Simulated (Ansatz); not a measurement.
Reaction (ligand exchange at the Si–O bond): `Cl[SiH2][O][SnH3]` + `[SiH3]S` → `[SiH3]S[SiH2]Cl` + `[OH][SnH3]`

Computed with Ansatz on PBE0-D4/def2-TZVP structures; ΔE is electronic, products minus reactants. CBS: MP2 limit from def2 TZ/QZ plus the TZ coupled-cluster correction, frozen cores. DFT in def2-TZVPP. Elements past krypton have def2 core potentials. For Sn outer-core shells are correlated without core-valence functions, which leaves a few kJ/mol of doubt a bond. One conformer a species, not always the lowest.

```json
{"level": "ωB97X-V", "ΔE (kJ/mol)": "63.4"}
{"level": "MP2/CBS(def2)", "ΔE (kJ/mol)": "58.7"}
```

**Question.** What does CCSD(T)/CBS give? (Best estimate.)

**Answer.** Computed: +63.2 kJ/mol. The listed levels differ from it by 0.2, -4.5 kJ/mol.

Largest T1 diagnostic among the species: 0.014.

In def2-TZVPP, CCSD(T) changes the Hartree–Fock value by −21.1 kJ/mol (the triples alone add −4.2 kJ/mol) and MP2 by −25.6 kJ/mol. The D4 term adds −3.9 kJ/mol with B3LYP and −2.0 kJ/mol with PBE0; it sums over pairs of atoms, weighted by their polarisabilities, and B3LYP, whose exchange is more repulsive, gets the larger term. From PBE to PBE0 (25 % exact exchange), in def2-TZVPP and without D4, ΔE moves by +5.9 kJ/mol.

B3LYP here is the variant with VWN-RPA as its local correlation; programs differ in this.
